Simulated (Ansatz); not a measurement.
Geometry optimisation, Ansatz 0.2.0, RKS PBE/def2-SVP.

Input:

```yaml
crystal:
  periodic: [false, false, false]
  atoms:
    - { symbol: Zn, position_ang: [0.0, 0.0, 0.0] }
    - { symbol: Cl, position_ang: [0.0, 0.0, 2.59] }
    - { symbol: O, position_ang: [0.0, 0.0, -1.79] }
    - { symbol: H, position_ang: [0.2547, -0.9174, -2.1271] }
    - { symbol: H, position_ang: [-1.7461, -0.3167, 0.5897] }
    - { symbol: H, position_ang: [-1.486, -0.2695, 1.5637] }
basis:
  gaussian: { orbitals: def2-SVP }
hamiltonian:
  xc: pbe
relax:
  f_tol: 0.15
  max_steps: 25
  restrain:
    - { distance: [0, 4], at: 1.57, k: 30.0 }
    - { distance: [5, 1], at: 1.37, k: 30.0 }
    - { distance: [0, 1], at: 3.44, k: 30.0 }
    - { distance: [5, 4], at: 1.86, k: 30.0 }
```

Launched with:

```bash
$ ansatz run input.yaml --threads 1 --pin off --max-ram 2048MiB --backend cpu --events-out ev --progress --plain --runs-dir out
```

**Question.** Where does it end, and by what steps?

**Answer.** It converged. The restraints hold the end off the free minimum. After 8 steps the energy has fallen by 0.693 eV (the restraints' own energy left out); Zn1 moved furthest, 1.05 Å. Joined: Cl2–H6 (1.83 → 1.34 Å).

| step | energy less start (eV) | largest force component (eV/Å) | accepted |
| --- | --- | --- | --- |
| 0 | 0.0000 | 2.202 | yes |
| 1 | 0.7043 | 3.203 | yes |
| 2 | 0.7116 | 4.081 | yes |
| 3 | 0.1034 | 1.975 | yes |
| 4 | -0.3593 | 0.820 | yes |
| 5 | -0.5516 | 0.793 | yes |
| 6 | -0.6241 | 1.080 | yes |
| 7 | -0.6828 | 0.806 | yes |
| 8 | -0.6925 | 0.668 | yes |

```xyz
6
Properties=species:S:1:pos:R:3
Zn -0.900 -0.177 -0.521
Cl 0.069 -0.114 2.779
O 0.362 -0.018 -1.769
H 0.620 -0.870 -2.166
H -2.091 -0.189 0.487
H -1.037 -0.136 2.016
```

The run took 22 s on 1 thread of Arm Neoverse V1, on a shared host, peak memory 0.14 GiB.
